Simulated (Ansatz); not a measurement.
A nudged elastic band was laid between two geometries of CH8OSiSn (12 atoms, charge 0, multiplicity 1).

All numbers below come from RKS r2SCANh-D4/def2-SVP (Ansatz).

```json
{
 "movable images": "5",
 "climbing image": "yes",
 "spring": "5.0 eV/Å²",
 "optimiser": "quadratic models (default)",
 "start path": "IDPP",
 "force threshold": "0.05 eV/Å",
 "iteration limit": "53",
 "end points": "relaxed"
}
```

Image 0:

```xyz
12
Properties=species:S:1:pos:R:3
O -2.072 1.244 -0.583
Sn -0.502 1.422 0.627
C 0.377 -0.535 0.876
Si 0.848 -1.349 -0.743
H -1.832 0.910 -1.455
H -1.207 2.010 2.065
H 0.629 2.511 -0.066
H -0.359 -1.148 1.421
H 1.263 -0.428 1.522
H 1.916 -0.552 -1.417
H -0.331 -1.395 -1.659
H 1.347 -2.744 -0.555
```

Image 6:

```xyz
12
Properties=species:S:1:pos:R:3
O -2.308 1.379 1.440
Sn -0.728 1.253 0.232
C 0.015 -0.774 0.267
Si 1.571 -1.052 -0.739
H -3.074 0.907 1.097
H 0.368 2.346 0.946
H -1.199 1.701 -1.357
H -0.792 -1.431 -0.096
H 0.193 -1.027 1.325
H 2.668 -0.167 -0.246
H 1.323 -0.722 -2.174
H 2.039 -2.468 -0.660
```

(1) Which bonds break or form, and what moves?

(2) What energy profile does the band end with?

(3) What is the geometry of the highest image?

The band took 5 iterations and of the order of 6 core-minutes.

Results:

(1) No bond is made or broken. The dihedral O1–Sn2–C3–Si4 goes from 56 to -177°.

(2) It converged. The highest image is number 5 of 0 to 6, 0.013 eV above the first end and 0.000 eV above the last; the last end lies 0.013 eV above the first. The top lies less than 8 meV above the higher end, about what the thresholds resolve: that end is a shoulder or a very shallow well. A vibrational analysis at the climbing image gives no mode beyond 40i cm⁻¹: the surface is too flat there to confirm a saddle point.

```
image  path coordinate (Å)  energy (eV)  dihedral O1–Sn2–C3–Si4 (°)
    0                 0.00        0.000                          56
    1                 0.99        0.004                          77
    2                 1.99        0.006                          98
    3                 2.98        0.009                         120
    4                 3.97        0.013                         141
    5                 4.97        0.013                         163
    6                 5.94        0.013                        -177
```

(3) 
```xyz
12
Properties=species:S:1:pos:R:3
O -2.496 1.342 1.083
Sn -0.660 1.286 0.312
C 0.056 -0.749 0.388
Si 1.521 -1.108 -0.724
H -3.157 0.965 0.491
H 0.214 2.313 1.355
H -0.721 1.855 -1.307
H -0.792 -1.399 0.120
H 0.307 -0.960 1.439
H 2.659 -0.200 -0.389
H 1.152 -0.880 -2.152
H 1.992 -2.518 -0.581
```

Time of the run: 2.9 min on 2 threads of Arm Neoverse V1, on a shared host, peak memory 0.3 GiB.
